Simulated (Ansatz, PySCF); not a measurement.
This Ansatz (a quantum-chemistry and plane-wave program) input computes a B3LYP/def2-TZVPD energy:

Ansatz 0.2 input:
```yaml
crystal:
  periodic: [false, false, false]
  atoms:
    - {symbol: Ge, position_ang: [0.00040522, -0.00202303, 0.78345312]}
    - {symbol: Cl, position_ang: [1.18921371, 1.36574987, -0.73446121]}
    - {symbol: Cl, position_ang: [-1.18997648, -1.36194181, -0.74027408]}
basis:
  gaussian:
    orbitals: def2-TZVPD
hamiltonian:
  xc: {name: B3LYP}
total_charge: -1
magnetization: {spin_polarized: true, initial_magnetization: 1}
output: {forces: true}
```

Question: Write an input for the same energy in PySCF and say what it gives.

Answer: 
```python
from pyscf import gto, scf, dft

mol = gto.M(
    atom='''
    Ge    0.00040522   -0.00202303    0.78345312
    Cl    1.18921371    1.36574987   -0.73446121
    Cl   -1.18997648   -1.36194181   -0.74027408
    ''',
    basis='def2-tzvpd',
    charge=-1,
    spin=1,
    verbose=4,
)

mf = dft.UKS(mol, xc='b3lyp').density_fit(auxbasis='def2-universal-jkfit')
mf.grids.level = 3
mf.conv_tol = 1e-9
mf.max_cycle = 100
mf.max_memory = 1500
mf.kernel()
if not mf.converged:
    mf = mf.newton()
    mf.kernel(mf.make_rdm1())
for _ in range(2):
    mo, _, stable, _ = mf.stability(return_status=True)
    if stable:
        break
    mf.kernel(mf.make_rdm1(mo, mf.mo_occ))
mf.analyze()
```
It gives -2997.65496 Eh, and Ansatz -2997.65489 Eh, a difference of 0.07 mEh, from the treatment of integrals and grids.
